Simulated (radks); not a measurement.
Results of a calculation; reference values are marked as such.
Pt XXVI, configuration [Kr] 4d10 4f7. Code: a radial shooting solver on a logarithmic mesh with Libxc functionals. Model: scalar-relativistic Kohn-Sham, LDA (Slater exchange, VWN5 correlation), spin-polarised, spherical densities, finite nucleus; open shells are filled with parallel spins first (spin-orbit coupling, left out, can overturn this in heavy ions); Fermi nuclear charge, rms radius 5.427 fm.

Radial electron density D(r) = 4 pi r^2 rho(r):

```
   r/bohr * D(r) (the largest magnitude, 146, reaches the edge; | marks zero)
0.0006419 | *
0.0008225 |  *
 0.001046 |   *
  0.00134 |     *
 0.001717 |       *
 0.002183 |          *
 0.002797 |              *
 0.003585 |                   *
 0.004557 |                        *
 0.005839 |                              *
 0.007483 |                                    *
 0.009513 |                                       *
  0.01219 |                                        *
  0.01562 |                                      *
  0.01986 |                                   *
  0.02545 |                                    *
  0.03261 |                                         *
  0.04146 |                                                  *
  0.05312 |                                                      *
  0.06808 |                                                  *
  0.08654 |                                           *
   0.1109 |                                            *
   0.1421 |                                                 *
   0.1807 |                                           *
   0.2315 |                            *
   0.2967 |                         *
   0.3771 |                            *
   0.4833 |                     *
   0.6193 |        *
   0.7873 | *
    1.009 *
    1.293 *
```

D(r) has 4 maxima, at r = 0.0114, 0.0531, 0.146, 0.377 bohr, and minima at 0.0222, 0.0953, 0.276 bohr, inside which lie 1.89, 11.10, 29.86 electrons.
